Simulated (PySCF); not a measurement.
**Computed properties of CH₅ClO₃Si, SMILES Cl[Si](O)(O)OC**

Si(Cl)(OH)2(OMe) (CH₅ClO₃Si), SMILES CO[Si](O)(O)Cl. Geometry: B3LYP-D3(BJ)/def2-SVP. The values are those of a single conformer. All values are computed for the isolated molecule unless a solvent is named; none is compared with measurement here.

**Structure.** All 27 harmonic modes at B3LYP-D3(BJ)/def2-SVP (PySCF) are real, so it is a minimum. With heavy atoms numbered as in [CH3:1][O:2][Si:3]([OH:4])([OH:5])[Cl:6], the shortest bond between them is C1–O2 at 1.414 Å and the longest Si3–Cl6 at 2.083 Å.

**Vibrations.** The strongest infrared lines (harmonic, unscaled, degenerate partners summed) lie at 809 cm⁻¹ (240 km/mol, H 75 %, O 20 %), 1160 cm⁻¹ (218 km/mol, O 37 %, C 30 %, H 30 %), 802 cm⁻¹ (201 km/mol, H 52 %, O 39 %, Si 8 %). The softest mode is at 64 cm⁻¹ and the zero-point energy is 45.7 kcal/mol.

**Electronic structure.** ωB97X/def2-TZVP (PySCF) places the frontier levels at -11.13 and 2.55 eV, a gap of 13.68 eV, and gives a dipole moment of 0.45 D and a mean polarisability of 55.0 bohr³. PBE/def2-TZVP (PySCF) at the same geometry gives -7.04 and -0.51 eV, so its gap is 7.15 eV narrower. An orbital gap is neither the optical nor the fundamental gap.

**Excitations.** TDA-ωB97X/def2-SVPD (PySCF) has S1 at 8.32 eV (149 nm, f = 0.015, weak); the most intense of the 10 singlets computed lies at 9.75 eV (f = 0.11). T1 (TDA) is at 8.03 eV, 0.29 eV under S1. TDA-PBE/def2-SVPD (PySCF) puts S1 at 6.21 eV. No vertical singlet excitation falls in the visible range (under 3.1 eV).

**NMR.** GIAO shifts at PBE0/pcSseg-1 (PySCF) (non-relativistic, atoms alike by connectivity averaged): ¹³C at 55.5 ppm against TMS; ¹H from 2.5 to 4.0 ppm against TMS; ²⁹Si at -54.2 ppm against TMS. Without spin–orbit terms, shifts of atoms bonded to Cl or Br come out too high.
